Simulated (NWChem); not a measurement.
Species: CH₃FO₂Si; SMILES O=CO[SiH2]F

```xyz
8

O      0.5897     2.0471     0.0000
C     -0.5398     1.6384     0.0000
O     -0.8491     0.3471     0.0000
Si     0.4707    -0.7430     0.0000
F     -0.2578    -2.1829     0.0000
H     -1.4438     2.2809     0.0000
H      1.2437    -0.6085    -1.2531
H      1.2437    -0.6085     1.2531
```
Atoms are numbered in this order, from 1.

Results from NWChem. The geometry was optimised at PBE0/def2-SVP. Hybrids' shares of exact exchange are those that their runs print; pure functionals count as 0. The functionals differ in more than this share.

```
row               share of exact exchange  orbital gap (eV)
----------------  -----------------------  ----------------
PBE/def2-TZVP                        0.00              5.40
BLYP/def2-TZVP                       0.00              5.42
B3LYP/def2-TZVP                      0.20              7.71
PBE0/def2-TZVP                       0.25              8.27
PW6B95/def2-TZVP                     0.28          withheld
```

Fit a straight line of the last column on the one before it, predict the withheld value, and compare with the run.


1. Means of the 4 shown rows: x = 0.113, y = 6.700. Slope Σ(x − x̄)(y − ȳ)/Σ(x − x̄)² = 0.5945/0.05188 = 11.46; intercept 5.411.
2. The shown rows scatter about the line by 0.008 (root mean square); the largest residual is -0.01, at PBE/def2-TZVP.
3. At x = 0.28 (PW6B95/def2-TZVP; beyond the shown range) the line gives 8.62.
4. The run gives 8.50, -0.12 from the line.
